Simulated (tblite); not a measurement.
Species: C5H8BFO2.
Cartesian coordinates in Å at the GFN2-xTB level; atoms count from 1:
```
atom  x, y, z in Å
C1    -2.709   -0.141    0.074
C2    -1.544    0.459    0.227
C3    -0.224   -0.201   -0.018
C4     0.684   -0.146    1.219
O5     1.978   -0.643    0.942
B6     2.475   -0.587   -0.300
O7     1.786   -0.073   -1.368
C8     0.546    0.485   -1.161
F9     0.708    1.822   -0.846
H10   -2.783   -1.171   -0.235
H11   -3.638    0.372    0.256
H12   -1.488    1.494    0.535
H13   -0.363   -1.246   -0.315
H14    0.775    0.892    1.565
H15    0.267   -0.754    2.028
H16    3.537   -1.020   -0.506
H17   -0.015    0.469   -2.107
```

Level: GFN2-xTB in tblite, geometry and Hessian alike; calculated harmonic values, unscaled, isolated species. The method is semi-empirical: single wavenumbers can be off by several per cent or more. Modes of hydrogen on boron can be 10 to 20 % off. One conformer, not necessarily the lowest.

Harmonic wavenumbers (cm⁻¹): 57.6, 102.8, 133.5, 216.3, 269.2, 338.3, 374.4, 438.6, 443.8, 545.9, 614.3, 661.3, 740.1, 773.8, 894.2, 902.6, 933.0, 942.6, 947.4, 961.5, 1022.6, 1055.5, 1075.7, 1106.8, 1149.9, 1157.3, 1192.0, 1218.8, 1242.8, 1274.6, 1289.9, 1294.4, 1313.6, 1337.2, 1413.7, 1467.7, 1713.9, 2698.5, 2888.8, 2915.5, 2946.4, 2949.4, 3075.4, 3100.9, 3134.3.

A = 2786, B = 1326, C = 1085 MHz; mass 130.060 u (most abundant isotopes); point group C1, symmetry number 1.

Question: What is the zero-point energy?

Answer: ½Σν̃ = 28163 cm⁻¹ = 336.91 kJ/mol.

Question: Give the ideal-gas entropy at 500 K and 1 bar in the rigid-rotor, harmonic-oscillator model (classical rotation).

Answer: Translation 180.31, rotation 126.84, vibration 165.28: S = 472.4 J/(mol K).

Question: And Cp and H(500 K) − H(0)?

Answer: Cp = 217.53 J/(mol K), of which vibrations give 184.27 (their classical limit is 45 R = 374.2); H(500 K) − H(0) = 61.48 kJ/mol without the zero-point energy, 44.85 from vibrations.

Question: What must be added to the electronic energy to get the Gibbs energy at 500 K and 1 bar?

Answer: ZPE + [H(500 K) − H(0)] − T·S = 336.91 + 61.48 − 236.22 = 162.17 kJ/mol.

Question: Which modes carry the vibrational entropy at 500 K?

Answer: 57.6 cm⁻¹: 23.27; 102.8 cm⁻¹: 18.47; 133.5 cm⁻¹: 16.32; 216.3 cm⁻¹: 12.39; 269.2 cm⁻¹: 10.64; 338.3 cm⁻¹: 8.86 J/(mol K); the other 39 give 75.33 together.

Question: How do the functions run with temperature in this model?

Answer: 
```
 T (K)  S (J/(mol K))  Cp (J/(mol K))  H − H(0) (kJ/mol)  G − H(0) (kJ/mol)  ln q(vib)
    50          238.4            47.8               1.93              -9.99       0.29
   100          276.9            65.1               4.76             -22.93       1.07
298.15          380.3           141.2              24.85             -88.54       4.84
373.15          415.4           172.4              36.63            -118.39       6.39
   750          573.1           277.5             124.02            -305.77      14.47
  1000          658.3           314.4             198.36            -459.98      19.61
```

q(vib) and H(0) count from the zero-point level.

Question: Blend soft modes into free rotors: weight 1/[1 + (100 cm⁻¹/ν̃)⁴] for the oscillator and the rest for a rotor with moment μB/(μ + B), μ = h/(8π²ν), B = 10⁻⁴⁴ kg m². What vibrational entropy results?

Answer: 156.08 J/(mol K) in place of 165.28, which changes −T·S at 500 K by +4.60 kJ/mol.

Hindered rotation and anharmonicity are outside this model. Other conformers, if any are populated, would add a mixing term that is left out. The structure is chiral; the term R ln 2 for an equal mix with its mirror image is left out.
